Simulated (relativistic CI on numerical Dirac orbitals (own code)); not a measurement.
## Slater and spin-orbit integrals, Eu9+

Method of calculation: Dirac-Coulomb-Breit CI, separate exchange-only KLI orbitals for each configuration, model QED, unscaled Slater integrals (own radial code, finite nucleus).

Slater integrals F^k, G^k are unscaled and averaged over j, outside the closed core [Kr] 4d10; ζ comes from projecting the Hamiltonian with its Breit term on Σ l·s of the shell.

- 4f⁵5s²5p: F^2(4f,4f) = 129400, F^4(4f,4f) = 82059, F^6(4f,4f) = 59288, ζ(4f) = 1462.7, F^2(4f,5p) = 62412, G^2(4f,5p) = 28300, G^4(4f,5p) = 23326, ζ(5p) = 31376 cm⁻¹; <r>(4f) = 0.7602, <r^2>(4f) = 0.6987, <r>(5p) = 1.355, <r^2>(5p) = 2.05 (bohr units).
- 4f⁶5s²: F^2(4f,4f) = 125400, F^4(4f,4f) = 79343, F^6(4f,4f) = 57272, ζ(4f) = 1349.6 cm⁻¹; <r>(4f) = 0.7803, <r^2>(4f) = 0.739 (bohr units).
- 4f⁷5s: F^2(4f,4f) = 122180, F^4(4f,4f) = 77177, F^6(4f,4f) = 55669, ζ(4f) = 1267.4, G^3(4f,5s) = 34161 cm⁻¹; <r>(4f) = 0.7974, <r^2>(4f) = 0.7734, <r>(5s) = 1.252, <r^2>(5s) = 1.745 (bohr units).

Averages of the first 5 configurations, taken without configuration mixing, which lowers the lowest level and can move excited configurations by several eV; other configurations of the list can lie among them:

```
Configuration  Parity  States  Average energy above the lowest level (eV)
     4f⁵5s²5p    even   12012                                        13.8
       4f⁶5s²    even    3003                                        19.8
        4f⁷5s     odd    6864                                        51.1
     4f⁵5s²6s     odd    4004                                        71.9
     4f⁵5s²7s     odd    4004                                       106.1
```
